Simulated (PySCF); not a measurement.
Finite-field polarisability of Sn⁻ (tin, charge -1)

[Kr] 4d10 5s2 5p3, high-spin 4S determinant. Calculation: PySCF 2.14, in x2c-TZVPPall with one added diffuse shell each of s, p, d, f type (9s7p5d3f, 76 functions); the spin-free X2C one-electron Hamiltonian (Gaussian nucleus). Frozen: [Kr] 4d10. Energy changes in a uniform field (μhartree):

```tsv
axis	F (au)	HF	MP2	CCSD	CCSD(T)
x	0.0011	-93.878	-93.725	-95.227	-96.000
x	0.0022	-375.976	-375.266	-381.315	-384.399
```

(1) Derive α along x at CCSD(T) from the two fields.

(2) And the mean polarisability at each level?

The polarisability of an anion needs two sets of diffuse s and p functions; this basis lacks them, so these values show the method and not the converged property.

Results:

(1) With ΔE = −αF²/2 − γF⁴/24, α = −(16 ΔE(F) − ΔE(2F))/(6F²) = 158.6 bohr³.

(2) HF 155.1, MP2 154.9, CCSD 157.3, CCSD(T) 158.6 bohr³.
